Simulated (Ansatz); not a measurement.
The cluster InGa₂. Total charge 0; doublet. Geometry relaxed at PBE0-D4/def2-TZVP.

```
atom   x (Å)   y (Å)   z (Å)
 Ga1  -0.403  -0.482   1.357
 Ga2  -1.107   0.769  -0.654
 In3   1.510  -0.286  -0.703
```

In the def2 sets In takes a core potential; there is no spin–orbit coupling. The charge 0 doublet is spin-contaminated (final ⟨S²⟩ up to 1.26, 0.75 for a pure state). At PBE0-D4/def2-TZVP a quartet of charge 0 lies 0.17 eV below the doublet, each at its own geometry. The structure comes from a short search, and lower isomers may exist.

Q: Estimate the harmonic wavenumbers at UKS PBE0-D4/def2-TZVP (Ansatz, unscaled). Is this a minimum?

A: 75, 109, 187 cm⁻¹. Yes, no mode is imaginary beyond noise. Zero-point energy 2.2 kJ/mol. Run time 64 s (4 threads of Arm Neoverse V2 on a shared host), peak host memory 0.6 GiB.
